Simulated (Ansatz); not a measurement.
Molecule: C$_{4}$H$_{5}$GeS, charge 0, multiplicity 2. It need not be the lowest isomer of its formula. 
Coordinates optimised at B3LYP-D3(BJ)/def2-TZVP (Ansatz, an electronic-structure program):
```xyz
11

Ge     1.7497    -0.2844     0.1811
C     -0.1504    -0.1331    -0.1205
C     -0.9964    -1.1009    -0.6238
C     -2.3584    -0.7167    -0.6302
C     -2.5520     0.5374    -0.1167
S     -1.0697     1.2500     0.3689
H      2.3471    -1.2167    -0.8988
H      2.4054     1.1153     0.1478
H     -0.6436    -2.0575    -0.9835
H     -3.1608    -1.3374    -1.0023
H     -3.4798     1.0762    -0.0138
```
Charge 0, spin multiplicity 2.

Total electronic energies in hartree. Correlated levels leave the core frozen unless marked. Open shells are spin-unrestricted. Spin-orbit coupling is left out. The frozen core is the preceding noble-gas configuration, with the filled d and f shells of earlier blocks. Non-relativistic. CBS(X,Y): correlation extrapolated as X^-3; Hartree-Fock from the larger set.

The UHF reference is spin-contaminated (<S^2> 0.28 over the pure value in the largest basis). 

| level | program | energy (Eh) |
|---|---|---|
| HF/STO-3G | Ansatz | -2597.42111 |
| PBE/def2-TZVPD | Ansatz | -2629.95900 |
| BLYP-D3(BJ)/def2-TZVPD | Ansatz + dftd3 | -2630.65672 |
| BLYP-D4/def2-TZVPD | Ansatz + dftd4 | -2630.65807 |
| revPBE-D4/def2-TZVPD | Ansatz + dftd4 | ? |
| B3LYP/def2-TZVPD | Ansatz | -2630.70817 |
| PBE0/6-31G* | Ansatz | -2629.68644 |
| PBE0/def2-SVP | Ansatz | ? |
| PBE0/def2-QZVPP | Ansatz | -2630.12307 |
| BHLYP-D3(BJ)/def2-TZVPD | Ansatz + dftd3 | -2630.53772 |
| CAM-B3LYP-D3(BJ)/def2-TZVPD | Ansatz + dftd3 | -2630.69013 |
| LC-wPBE/def2-TZVPD | Ansatz | ? |
| B2GP-PLYP/def2-TZVPD | Ansatz | -2629.73477 |
| B2PLYP-D3(BJ)/def2-TZVPD | Ansatz + dftd3 | -2629.97253 |
| PBE-QIDH/def2-TZVPD | Ansatz | -2629.56033 |
| RI-MP2/def2-QZVPP | Ansatz | -2628.30755 |
| SCS-MP2/6-31G* | Ansatz | -2627.58210 |
| SCS-MP2/def2-SVP | Ansatz | -2627.42389 |
| SCS-MP2/def2-QZVPP | Ansatz | -2628.29995 |
| CCSD/STO-3G | Ansatz | -2597.76375 |
| CCSD/CBS(def2-TZVPP,def2-QZVPP) | Ansatz | -2628.3865 |
| CCSD(T)/6-31G* | Ansatz | -2627.69747 |
| CCSD(T)/CBS(def2-TZVPP,def2-QZVPP) | Ansatz | -2628.4473 |

Q: Complete the blanks.

A: 
- revPBE-D4/def2-TZVPD, energy (Eh): -2630.41232
- PBE0/def2-SVP, energy (Eh): -2629.49021
- LC-wPBE/def2-TZVPD, energy (Eh): -2630.13455
